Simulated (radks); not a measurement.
Results of a calculation; reference values are marked as such.
Q: Ta64+, configuration [He] 2s2 2p5. Level of theory: Dirac Kohn-Sham, relativistic LDA (MacDonald-Vosko exchange, VWN5 correlation), spin-unpolarised, spherical densities, finite nucleus; open shells fill j = l - 1/2 first; Fermi nuclear charge, rms radius 5.3507 fm (a radial shooting solver on a logarithmic mesh with Libxc functionals). Some entries of the table are withheld. Estimate them.

orbital  occ.  eigenvalue (eV)  r(max) (bohr)
1s1/2       2              (1)            (2)
2s1/2       2              (3)        0.06652
2p1/2       2        -16617.33            (4)
2p3/2       3        -15296.69            (5)
3s1/2       0        -7114.348         0.1757
3p1/2       0              (6)         0.1624
3p3/2       0              (7)         0.1735

A: 
(1) 1s1/2 eigenvalue (eV): -72791.69
(2) 1s1/2 r(max) (bohr): 0.01173
(3) 2s1/2 eigenvalue (eV): -16992.64
(4) 2p1/2 r(max) (bohr): 0.04934
(5) 2p3/2 r(max) (bohr): 0.05583
(6) 3p1/2 eigenvalue (eV): -6988.776
(7) 3p3/2 eigenvalue (eV): -6619.084
